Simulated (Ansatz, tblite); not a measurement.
Cost and result up the ladder for (NMe2)2Sn(OSiH2)2O (C₄H₁₆N₂O₃Si₂Sn) (28 atoms). Charge 0, multiplicity 1. Geometry: r2SCAN-D4/def2-SVP.

```xyz
28

Sn   -0.025    0.015    0.023
N     1.937   -0.277   -0.318
C     2.914    0.489    0.430
C     2.389   -1.587   -0.743
N    -1.050   -0.683   -1.562
C    -0.660   -0.255   -2.891
C    -2.455   -1.007   -1.415
O    -0.904   -0.862    1.585
Si   -1.492   -0.176    2.974
O    -1.206    1.463    2.961
Si   -0.771    2.644    1.872
O    -0.141    1.947    0.508
H     2.495    1.466    0.715
H     3.805    0.678   -0.198
H     3.262   -0.025    1.351
H     3.261   -1.486   -1.418
H     2.699   -2.240    0.100
H     1.595   -2.107   -1.303
H     0.418   -0.032   -2.924
H    -0.856   -1.064   -3.622
H    -1.208    0.645   -3.241
H    -2.717   -1.854   -2.078
H    -2.669   -1.316   -0.380
H    -3.128   -0.163   -1.675
H    -2.963   -0.410    3.053
H    -0.809   -0.756    4.163
H    -1.978    3.445    1.520
H     0.258    3.508    2.512
```

Ansatz on 4 threads of Arm Neoverse V1 on a shared host; xTB runs through tblite on one thread. Times are rough, summed over both states, and most runs start from the orbitals of an earlier one. PBE0-D4/def2-SVP serves as the yardstick here, not as an exact answer. The other state is a triplet.

In the def2 sets Sn takes a core potential; there is no spin–orbit coupling. The xTB rows come from tblite.

xTB has no spin-polarisation term.

```csv
level,functions,wall time
GFN2-xTB,79,0.061 s
GFN1-xTB,95,0.08 s
PBE-D4/def2-SVP,268,23 s
PBE0-D4/def2-SVP,268,52 s
```

**Question.** Estimate what each level gives for the vertical triplet (eV).

**Answer.** 
```tsv
level	vertical triplet (eV)	difference from PBE0-D4/def2-SVP (eV)
GFN2-xTB	2.42	-1.34
GFN1-xTB	2.64	-1.12
PBE-D4/def2-SVP	3.18	-0.58
PBE0-D4/def2-SVP	3.76	0.00
```
